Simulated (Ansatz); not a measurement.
The same path of BFH4SSi (8 atoms, charge 0, multiplicity 1) was run 3 times with different band settings.

Method: Ansatz 0.2.0, RKS PBE-D4/6-31G*.

Relaxed end points:

```xyz
8
Properties=species:S:1:pos:R:3
F -1.403 -1.494 0.510
B -0.790 -0.435 1.048
Si 0.235 0.779 -0.234
S 1.723 -0.461 -1.231
H -0.869 -0.308 2.249
H -0.686 1.442 -1.226
H 1.040 1.846 0.442
H 0.842 -1.426 -1.615
```

```xyz
8
Properties=species:S:1:pos:R:3
F -1.614 -1.369 0.494
B -0.977 -0.228 0.852
Si 0.777 0.316 0.107
S 1.613 -0.126 -1.821
H -1.202 0.328 1.902
H -0.962 0.713 -0.114
H 1.105 1.770 0.300
H 1.352 -1.461 -1.776
```

Common settings: optimiser quadratic models (default); start path through a guess of the saddle point; force threshold 0.05 eV/Å; end points relaxed.

| run | movable images | climbing image | spring | iteration limit |
| --- | --- | --- | --- | --- |
| 1 | 7 | yes | 5.0 eV/Å² | 53 |
| 2 | 7 | yes | 50.0 eV/Å² | 60 |
| 3 | 2 | no | 5.0 eV/Å² | 60 |

Q: What does each run give, and how far can it be trusted?

A: Run 1: converged after 12 iterations, highest image 0.500 eV above the first end. A structure lower than the first end lies on the path between it and the top, so the climb from that side starts below the end, which may itself be a saddle point or a shallow side well. A vibrational analysis at the climbing image gives one clearly imaginary mode, 408i cm⁻¹: a first-order saddle point.
Run 2: converged after 16 iterations, highest image 0.499 eV above the first end. Beside the main top the profile has a ripple of under 15 meV (maxima at images 2, 6), which may be a very shallow well or noise. A structure lower than the first end lies on the path between it and the top, so the climb from that side starts below the end, which may itself be a saddle point or a shallow side well. Another band between the same ends (7 images) ends at a top of the same energy, where a vibrational analysis finds 1 clearly imaginary mode.
Run 3: converged after 16 iterations, highest image 0.431 eV above the first end. The highest image is an end point: on this band no image between the ends rises above it. So few images can step over the top or miss a turn of the path.
